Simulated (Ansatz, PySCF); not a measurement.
SrF, SMILES [F][Sr+], charge +1. Atoms are numbered in the order given.

```xyz
2

Sr     0.0000     0.0000    -0.3452
F      0.0000     0.0000     1.6758
```
Charge +1, spin multiplicity 1.

Coordinates come from a B3LYP-D3(BJ)/def2-TZVPD optimisation. The spin state was assumed, not searched. The def2 effective core potentials stand for the cores of Sr; spin–orbit coupling is left out.

Two levels are set side by side: PBE-D3(BJ)/def2-TZVPD (Ansatz, an electronic-structure program) and B3LYP-D3(BJ)/def2-TZVPD (Ansatz). Each level has its own optimised geometry; the coordinates shown are those of the second. Frequencies come from the Hessian of PySCF at each geometry. Differences are taken from unrounded values.

```
quantity                            B3LYP-D3(BJ)
----------------------------------  ------------
bond Sr1–F2 (Å)                            2.021
highest harmonic wavenumber (cm⁻¹)           573
mean harmonic wavenumber (cm⁻¹)              573
zero-point energy (kcal/mol)                0.82
```

Q: What does PBE-D3(BJ) give, and how far is it from B3LYP-D3(BJ)? (The exact figures need the calculation; the answer reports its results.)

A: 
| quantity | PBE-D3(BJ) | PBE-D3(BJ) minus B3LYP-D3(BJ) |
|---|---|---|
| bond Sr1–F2 (Å) | 2.015 | -0.006 |
| highest harmonic wavenumber (cm⁻¹) | 571 | -2 |
| mean harmonic wavenumber (cm⁻¹) | 571 | -2 |
| zero-point energy (kcal/mol) | 0.82 | 0.00 |

Here PBE gives about what the other level gives.
